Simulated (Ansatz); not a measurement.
Species: C₄H₁₂O₄Sn, SMILES `C[O][Sn]([O]C)([O]C)[O]C` (charge 0, multiplicity 1).

### Question
Give a relaxed geometry from PBE0-D3(BJ)/def2-SVP in Ansatz (an electronic-structure program).

### Answer
Several could match; the one computed here: the end point of this relaxation, one of several conformers (outside a Z-matrix the atoms follow the SMILES, hydrogens last).
Z-matrix (Å, degrees):
```
Sn
O 1 1.9661
C 2 1.4064 1 121.10
H 3 1.1024 2 108.01 1 -166.13
H 3 1.1048 4 107.86 2 -122.36
H 3 1.1059 4 107.62 5 -116.27
O 1 1.9661 2 105.93 3 40.54
C 7 1.4064 1 121.10 2 -165.20
H 8 1.1024 7 108.01 1 166.08
H 8 1.1048 9 107.86 7 122.36
H 8 1.1059 9 107.62 10 116.27
O 1 1.9661 2 105.90 3 165.25
C 12 1.4064 1 121.12 2 -40.53
H 13 1.1024 12 108.01 1 166.15
H 13 1.1048 14 107.85 12 122.36
H 13 1.1060 14 107.62 15 116.27
O 1 1.9661 2 116.82 3 -77.12
C 17 1.4064 1 121.12 2 -77.14
H 18 1.1024 17 108.01 1 -166.09
H 18 1.1048 19 107.85 17 -122.36
H 18 1.1059 19 107.62 20 -116.27
```
